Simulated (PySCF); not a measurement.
UHF on Ge³⁺ (germanium, charge +3)

Configuration: [Ar] 3d10 4s1, 2S determinant. All numbers are calculated (PySCF 2.14, scalar relativity through the core potential, in aug-cc-pwCVDZ-PP with ECP10MDF).

```json
{"Total energy": "-291.326577 hartree", "One-electron energy": "-496.2601 hartree", "Hartree (Coulomb) energy": "227.9002 hartree", "Exchange energy": "-22.9666 hartree", "⟨S²⟩": "0.7503", "⟨L²⟩": "0.000", "Sum of ⟨r⟩": "14.21 bohr", "Sum of ⟨r²⟩": "14.27 bohr²"}
```

| shell | electrons | mean orbital energy (hartree) | rms radius, mean of both spins (bohr) |
| --- | --- | --- | --- |
| 3s α | 1 | -8.60529 | 0.670 |
| 3s β | 1 | -8.58244 | 0.670 |
| 3p α | 3 | -6.51538 | 0.701 |
| 3p β | 3 | -6.50645 | 0.701 |
| 3d α | 5 | -2.85311 | 0.798 |
| 3d β | 5 | -2.84591 | 0.798 |
| 4s α | 1 | -1.64470 | 2.01 |

Energies and moments cover only the electrons outside the core potential.
